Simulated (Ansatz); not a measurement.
`[GaH2][SeH]` + H₂O → `[OH][GaH2]` + H₂Se at 600 K and 1 bar (formal hydrolysis of a Ga–Se bond).

Calculated with Ansatz (gas phase, PBE0-D4/def2-TZVP geometries, no zero-point term in ΔE). CBS: MP2 limit from def2 TZ/QZ plus the TZ coupled-cluster correction, frozen cores. This one scheme is used for every species. For Ga, Se outer-core shells are correlated without core-valence functions, which leaves a few kJ/mol of doubt a bond. Scalar relativity is left out up to krypton.

```csv
species,CCSD(T)/CBS energy (Eh),H − E (kJ/mol),S (J/(mol·K))
`[GaH2][SeH]`,-4326.46797,92.9,342.3
H₂O,-76.37941,76.8,212.8
`[OH][GaH2]`,-2000.92981,103.5,310.5
H₂Se,-2401.89790,57.0,244.8
```

H − E and S are ideal-gas, rigid-rotor, harmonic terms from PBE0-D4/def2-TZVP. 1 Eh = 2625.50 kJ/mol, R = 8.31446 J/(mol·K).

Problem. By hand: ΔE, ΔH, ΔS and ΔG.

Solution. ΔE = (-2000.92981) + (-2401.89790) − (-4326.46797) − (-76.37941) = 0.01967 Eh = 51.6 kJ/mol. Δ(H − E) = 103.5 + 57.0 − 92.9 − 76.8 = -9.2, so ΔH = 42.4 kJ/mol. ΔS = 310.5 + 244.8 − 342.3 − 212.8 = 0.2 J/(mol·K). ΔG = 42.4 − 600 × (0.2)/1000 = 42.3 kJ/mol.

Problem. By hand: the equilibrium constant, and the temperature at which ΔG would vanish if ΔH and ΔS stayed fixed.

Solution. log₁₀ K = −ΔG/(RT ln 10) = -3.7. ΔG = 0 at ΔH/ΔS = 212000 K, far beyond where these terms or the molecules hold.

The number of gas molecules stays the same, so ΔS is small and ΔH decides. A doubt of 5 kJ/mol in ΔE shifts log₁₀ K by 0.4 here. These are equilibria of isolated gas molecules and say nothing of rates. Largest T1 diagnostic: 0.015 (customary marks: 0.02 for closed shells, 0.045 for open ones).
